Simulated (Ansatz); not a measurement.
Relaxation of the cluster Si₄Au₃⁻ with RKS r2SCAN-D4/def2-SVPD.

```sh
$ ansatz run in.yaml --threads 4 --pin off --events-out ev --progress --plain --max-ram 4787MiB
```

```yaml
crystal:
  periodic: [false, false, false]
  atoms:
    - {symbol: Au, position_ang: [2.632090, -1.789720, -0.862440]}
    - {symbol: Au, position_ang: [-1.753190, -1.511050, 0.202310]}
    - {symbol: Au, position_ang: [-3.287700, 0.559410, -0.201300]}
    - {symbol: Si, position_ang: [2.644650, 0.318990, 0.345000]}
    - {symbol: Si, position_ang: [0.621000, -0.988030, 0.354750]}
    - {symbol: Si, position_ang: [-1.466400, 2.052980, 0.190580]}
    - {symbol: Si, position_ang: [0.609560, 1.357420, -0.028910]}
basis:
  gaussian: {orbitals: def2-SVPD}
total_charge: -1
hamiltonian: {xc: r2scan, dispersion: d4}
scf: {lower_state_search: "off"}
output: {orbitals: {seedname: orbitals}}
relax: {f_tol: 0.02, max_steps: 100}
```

Hardware: 4 threads of Arm Neoverse V1 on a shared host. Wall time 2.3 min.

Positions (Å) and forces (eV/Å) at steps 1, 2, 3, 4, 5, 6, 7, 8, 9, 10, 11, 12, 13, 14, 15, 16, 17 of 17:

```xyz
7
step=1 energy=-42586.2840 eV
Au    2.632   -1.790   -0.862   -0.206   -0.002   -0.131
Au   -1.753   -1.511    0.202    1.199    0.228    0.106
Au   -3.288    0.559   -0.201   -0.214    0.186   -0.170
Si    2.645    0.319    0.345    0.492   -0.087    0.383
Si    0.621   -0.988    0.355   -0.803   -0.397    0.094
Si   -1.466    2.053    0.191   -0.340    0.016    0.310
Si    0.610    1.357   -0.029   -0.127    0.057   -0.592
7
step=2 energy=-42586.5098 eV
Au    2.585   -1.769   -0.912   -0.030   -0.029   -0.086
Au   -1.622   -1.387    0.230    0.058    0.257    0.024
Au   -3.364    0.584   -0.264    0.043   -0.145   -0.085
Si    2.663    0.297    0.403   -0.105   -0.013    0.160
Si    0.646   -1.021    0.411    0.054   -0.238    0.103
Si   -1.498    1.992    0.241   -0.118    0.048    0.229
Si    0.590    1.304   -0.108    0.098    0.121   -0.345
7
step=3 energy=-42586.5895 eV
Au    2.574   -1.745   -0.960    0.046   -0.044   -0.020
Au   -1.581   -1.252    0.284   -0.182    0.049    0.018
Au   -3.379    0.576   -0.349   -0.090    0.104   -0.052
Si    2.639    0.288    0.454   -0.288    0.125   -0.067
Si    0.677   -1.062    0.452    0.375   -0.231    0.087
Si   -1.507    1.934    0.338    0.040   -0.090    0.016
Si    0.576    1.260   -0.219    0.100    0.086    0.017
7
step=4 energy=-42586.6991 eV
Au    2.645   -1.751   -0.977   -0.003   -0.037    0.040
Au   -1.548   -1.062    0.325    0.042    0.303   -0.047
Au   -3.470    0.623   -0.417   -0.096    0.082   -0.017
Si    2.608    0.303    0.453   -0.313    0.241   -0.220
Si    0.745   -1.148    0.478    0.232   -0.439    0.091
Si   -1.529    1.835    0.414   -0.006   -0.160   -0.081
Si    0.550    1.202   -0.275    0.145    0.010    0.234
7
step=5 energy=-42586.8767 eV
Au    2.690   -1.777   -0.983   -0.033   -0.051    0.015
Au   -1.476   -0.881    0.317    0.100    0.303   -0.112
Au   -3.546    0.649   -0.454   -0.106    0.019   -0.011
Si    2.576    0.320    0.417   -0.220    0.210   -0.185
Si    0.812   -1.249    0.514    0.274   -0.499    0.130
Si   -1.574    1.781    0.443   -0.087    0.037   -0.069
Si    0.517    1.156   -0.254    0.072   -0.019    0.233
7
step=6 energy=-42587.0360 eV
Au    2.728   -1.822   -0.995   -0.102   -0.012    0.005
Au   -1.364   -0.728    0.273    0.046   -0.011   -0.145
Au   -3.603    0.649   -0.472    0.099    0.008    0.091
Si    2.536    0.325    0.371   -0.053    0.091   -0.058
Si    0.892   -1.374    0.562    0.211   -0.271    0.069
Si   -1.648    1.825    0.453   -0.106    0.200   -0.151
Si    0.458    1.125   -0.193   -0.093   -0.005    0.189
7
step=7 energy=-42587.0972 eV
Au    2.654   -1.835   -1.057   -0.054    0.050   -0.018
Au   -1.227   -0.645    0.160   -0.126   -0.633    0.082
Au   -3.601    0.594   -0.424    0.131    0.061    0.063
Si    2.515    0.318    0.363    0.081   -0.119    0.075
Si    0.982   -1.503    0.668   -0.102    0.118   -0.054
Si   -1.728    1.962    0.348    0.116    0.049   -0.135
Si    0.407    1.109   -0.058   -0.047    0.475   -0.013
7
step=8 energy=-42587.1554 eV
Au    2.579   -1.777   -1.102    0.001    0.032   -0.005
Au   -1.226   -0.722    0.180    0.053   -0.172    0.032
Au   -3.551    0.578   -0.405    0.032    0.034    0.032
Si    2.514    0.306    0.406    0.028   -0.019    0.007
Si    0.972   -1.499    0.692   -0.050   -0.057   -0.007
Si   -1.697    1.991    0.274    0.010    0.070   -0.074
Si    0.409    1.123   -0.045   -0.074    0.112    0.015
7
step=9 energy=-42587.1950 eV
Au    2.547   -1.685   -1.160   -0.044    0.052    0.055
Au   -1.176   -0.792    0.208    0.027   -0.118   -0.022
Au   -3.482    0.566   -0.334    0.115    0.146    0.064
Si    2.455    0.280    0.466    0.095    0.030   -0.011
Si    0.989   -1.607    0.720   -0.008   -0.022   -0.033
Si   -1.689    2.127    0.127   -0.060   -0.053   -0.093
Si    0.356    1.111   -0.027   -0.125   -0.035    0.040
7
step=10 energy=-42587.2325 eV
Au    2.495   -1.574   -1.212   -0.041    0.052    0.087
Au   -1.149   -0.871    0.239   -0.046   -0.098   -0.037
Au   -3.413    0.578   -0.259    0.161    0.193    0.038
Si    2.429    0.274    0.519   -0.141   -0.053   -0.057
Si    1.003   -1.700    0.739    0.175    0.029   -0.016
Si   -1.668    2.227   -0.045   -0.027   -0.137   -0.042
Si    0.303    1.066    0.019   -0.079    0.014    0.026
7
step=11 energy=-42587.2528 eV
Au    2.457   -1.480   -1.247   -0.090    0.000    0.152
Au   -1.105   -0.997    0.255   -0.098    0.071   -0.027
Au   -3.298    0.613   -0.191    0.218    0.281   -0.006
Si    2.342    0.274    0.546   -0.120    0.020   -0.043
Si    1.046   -1.807    0.777    0.227   -0.013   -0.103
Si   -1.651    2.364   -0.183    0.018   -0.458    0.039
Si    0.208    1.033    0.044   -0.154    0.099   -0.012
7
step=12 energy=-42587.1453 eV rejected
Au    2.611   -1.570   -1.173   -0.034    0.112   -0.059
Au   -1.257   -1.071    0.246    0.315    0.066   -0.004
Au   -3.305    0.723   -0.188   -0.396   -0.234   -0.028
Si    2.345    0.364    0.474   -0.111    0.269   -0.087
Si    1.054   -1.631    0.682   -0.304   -0.707    0.278
Si   -1.592    2.293   -0.095   -0.090    0.409    0.026
Si    0.143    0.892    0.054    0.620    0.084   -0.125
7
step=13 energy=-42587.2697 eV
Au    2.453   -1.475   -1.222    0.046   -0.045   -0.047
Au   -1.123   -1.005    0.238    0.026   -0.043    0.017
Au   -3.305    0.658   -0.188   -0.003   -0.048    0.003
Si    2.334    0.299    0.547    0.020    0.045    0.008
Si    1.066   -1.789    0.772   -0.081   -0.024    0.007
Si   -1.636    2.317   -0.154    0.095    0.017    0.002
Si    0.211    0.996    0.007   -0.104    0.099    0.009
7
step=14 energy=-42587.2630 eV rejected
Au    2.544   -1.513   -1.203   -0.082    0.055    0.001
Au   -1.137   -1.004    0.268    0.020   -0.033   -0.051
Au   -3.297    0.663   -0.167   -0.030    0.005   -0.013
Si    2.310    0.311    0.518    0.022   -0.131    0.028
Si    1.050   -1.815    0.717    0.092    0.083    0.077
Si   -1.647    2.345   -0.177    0.014    0.015    0.033
Si    0.178    1.013    0.043   -0.036    0.005   -0.075
7
step=15 energy=-42587.2708 eV
Au    2.448   -1.510   -1.211    0.049   -0.003   -0.085
Au   -1.102   -1.024    0.218   -0.071    0.041    0.007
Au   -3.274    0.644   -0.193    0.004    0.033   -0.008
Si    2.321    0.313    0.521   -0.027    0.012    0.033
Si    1.066   -1.795    0.773    0.050   -0.047    0.074
Si   -1.644    2.351   -0.148   -0.026   -0.028    0.005
Si    0.185    1.022    0.040    0.021   -0.007   -0.025
7
step=16 energy=-42587.2716 eV
Au    2.454   -1.488   -1.231    0.011    0.016    0.006
Au   -1.104   -1.012    0.267   -0.022   -0.013   -0.036
Au   -3.278    0.649   -0.203    0.021    0.016    0.013
Si    2.308    0.300    0.546    0.037   -0.001   -0.035
Si    1.075   -1.817    0.763   -0.018    0.003    0.033
Si   -1.643    2.349   -0.156   -0.013   -0.010   -0.008
Si    0.188    1.019    0.014   -0.016   -0.013    0.027
7
step=17 energy=-42587.2730 eV
Au    2.460   -1.495   -1.222    0.004    0.004   -0.001
Au   -1.111   -1.019    0.241    0.007    0.006   -0.001
Au   -3.281    0.653   -0.193   -0.003   -0.001    0.002
Si    2.317    0.307    0.534   -0.010   -0.003   -0.005
Si    1.071   -1.804    0.770   -0.004   -0.001    0.005
Si   -1.642    2.346   -0.153    0.004   -0.001    0.000
Si    0.186    1.013    0.023    0.002   -0.005    0.001
```

In the def2 sets Au takes a core potential; there is no spin–orbit coupling. The restricted singlet is unstable towards broken spin symmetry in Hartree–Fock (as tested in another run); at r2SCAN-D4/def2-SVPD this wasn't settled. Another isomer (singlet) lies 2.10 eV lower at PBE0-D4/def2-TZVPD; other spin states weren't run for this one.
